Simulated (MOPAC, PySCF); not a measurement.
CH3NOSi, SMILES `N#CO[SiH3]`, neutral singlet in the gas phase. 

Cartesian coordinates (Å):
```xyz
7

N      2.7203     0.1851     0.3819
C      1.6889    -0.2050     0.0374
O      0.5601    -0.6649    -0.3602
Si    -0.9556     0.0482    -0.0635
H     -1.1599     0.1088     1.3949
H     -0.9583     1.3941    -0.6642
H     -1.8956    -0.8663    -0.7264
```
Charge 0, multiplicity 1.

All levels are single points at this geometry (B3LYP-D3(BJ)/def2-TZVP); Pople sets use spherical d functions. Orbital energies aren't observables, and empty levels follow the basis.

B3LYP-D3(BJ)/def2-TZVP in PySCF gives gap (eV) = 7.31.

Problem. Estimate the gap (eV) from each of these levels: B3LYP/6-31G* in PySCF; BP86/6-31G* in PySCF; HF/3-21G in PySCF; HF/6-31G* in PySCF; PM3 in MOPAC.

Solution. 
```tsv
level	gap (eV)
B3LYP/6-31G* in PySCF	7.28
BP86/6-31G* in PySCF	5.52
HF/3-21G in PySCF	14.56
HF/6-31G* in PySCF	14.43
PM3 in MOPAC	10.33
```
